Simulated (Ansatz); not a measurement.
`[Cl][GeH2][I]` + CH₃OH → `C[O][GeH2][Cl]` + HI  (ligand exchange at a Ge–I bond)

Computed with Ansatz on PBE0-D4/def2-TZVP structures; ΔE is electronic, products minus reactants. CBS: MP2 limit from def2 TZ/QZ plus the TZ coupled-cluster correction, frozen cores. This one scheme is used for every species. Functionals use def2-TZVPP. def2 core potentials past Kr. For Ge, I outer-core shells are correlated without core-valence functions, which leaves a few kJ/mol of doubt a bond. Scalar relativity is left out up to krypton. Each species was taken in one conformer, which may not be the lowest.

| level | ΔE (kJ/mol) |
| --- | --- |
| r2SCAN | 54.7 |
| SCS-MP2/def2-QZVPP | 52.4 |

Q: What does CCSD(T)/CBS give? (Estimate.)

A: Computed: +55.1 kJ/mol. The listed levels differ from it by -0.4, -2.7 kJ/mol.

Largest T1 diagnostic among the species: 0.011.

From r2SCAN to r2SCAN0 (25 % exact exchange), in def2-TZVPP and without D4, ΔE moves by +4.0 kJ/mol. Leaving LDA and LC-ωPBE aside and taking each functional with its dispersion term where it has one, the values, not all of them listed here, spread over 18.6 kJ/mol, from B97M-V to HSE06-D4. LDA lies −6.4 kJ/mol from PBE without D4.
